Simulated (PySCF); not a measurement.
C9H7NS2, SMILES c1cc(sc1)Sc1cnccc1, singlet, GFN2-xTB optimised geometry. Atoms within 1.6 Å of the plane z = 0.0 Å (x, y, z in Å): C1 (-1.97, -2.42, 0.00), C2 (-2.63, -1.20, 0.00), N3 (-2.00, -0.03, 0.01), C4 (-0.68, -0.03, 0.01), C5 (0.07, -1.19, 0.00), S6 (1.85, -1.19, 0.03), C7 (2.21, 0.38, -0.66), C8 (2.98, 1.35, -0.09), C9 (3.15, 2.47, -0.94), C12 (-0.59, -2.42, 0.00), H13 (-2.53, -3.34, 0.00), H14 (-3.71, -1.14, 0.00), H15 (-0.22, 0.95, 0.03), H16 (3.39, 1.27, 0.90), H17 (3.71, 3.34, -0.66), H19 (-0.03, -3.34, 0.00).

Calculation: B3LYP/def2-SVP (PySCF 2.14.0). Cells within 0.4 Å of a nucleus heavier than hydrogen are left out (blank, or x).

Map of the HOMO amplitude (bohr^(-3/2)) on the plane z = 0.0 Å; orbital energy -5.98 eV, overall sign arbitrary:

```
|6666666666666666666666666|
|6666666666666666666666666|
|6666666666666666666666666|
|6666666666666666666666666|
|6666666666666666666666666|
|6666666666666666666665666|
|6666666666666666677665666|
|6666666666666666667666666|
|6666666556666555445666666|
|666665555566655420x876666|
|666665544567754310x876666|
|6666554225786653247876666|
|66666552x7xx5666688776666|
|6666666687534679997766666|
|6666666x7653x88xx66666666|
|6666665x5655x863x24566666|
|6666665545667641024556666|
|66666655x66x6543334556666|
|6666666666665554455566666|
|6666666666655555555666666|
|6666666666655555556666666|
|6666666666655556666666666|
|6666666666666666666666666|
|6666666666666666666666666|
|6666666666666666666666666|
```
Scale: ten equal steps from -0.089 (start of '0') to 0.057 (end of '9'), in the order '0123456789'; x runs from -6.00 to 6.00, y from -6.00 (bottom) to 6.00 (top).
